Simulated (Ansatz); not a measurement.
`C[Si]1(Br)O[SiH2]1`. The species carries charge 0 and has multiplicity 1. Correlated methods include outer-core shells of Br, which these sets cover unevenly. Scalar relativity is left out up to krypton.

```xyz
10

C    -0.958    0.762    1.252
Si    0.063    0.466   -0.263
Br    0.469    2.418   -1.236
O     1.449   -0.449   -0.018
Si    0.688   -1.411   -1.203
H    -0.401    1.399    1.943
H    -1.892    1.263    0.995
H    -1.180   -0.187    1.743
H     0.337   -2.772   -0.727
H     1.426   -1.489   -2.487
```

Give the diagnostics of a CCSD(T)/def2-TZVPP run (frozen core, the Gaussian-basis code of Ansatz). (Estimate.)

Ansatz gave: T1 = 0.0115, largest single amplitude 0.015, largest double 0.043, (T) share of the correlation energy 3.9 %, 10 CCSD cycles. The RHF solution is stable towards an unrestricted one. T1 lies under the customary mark of 0.02 for closed shells.
